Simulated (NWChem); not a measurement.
Species: SnIF, singlet; SMILES [I][Sn][F]

```xyz
3

Sn     0.3171     1.2444     0.0000
F     -1.5612     1.7864     0.0000
I     -0.0340    -1.4773     0.0000
```
Atoms are numbered in this order, from 1.

Results from NWChem. Low-valent species are run as closed-shell singlets; no triplet was tried in these runs. All runs use the structure optimised with PBE0/def2-SVP. def2 effective core potentials on Sn, I; no spin-orbit coupling. Ions are spin-unrestricted doublets at the neutral geometry; other ion states weren't tried.

Q: Order these by “ΔSCF minus −ε(HOMO) (eV)”, lowest first: PBE/def2-SVP; Hartree-Fock/def2-SVP; B3LYP/def2-SVP; LRC-wPBEh/def2-SVP.

A: Hartree-Fock/def2-SVP (-0.87), LRC-wPBEh/def2-SVP (0.41), B3LYP/def2-SVP (2.38), PBE/def2-SVP (3.05)
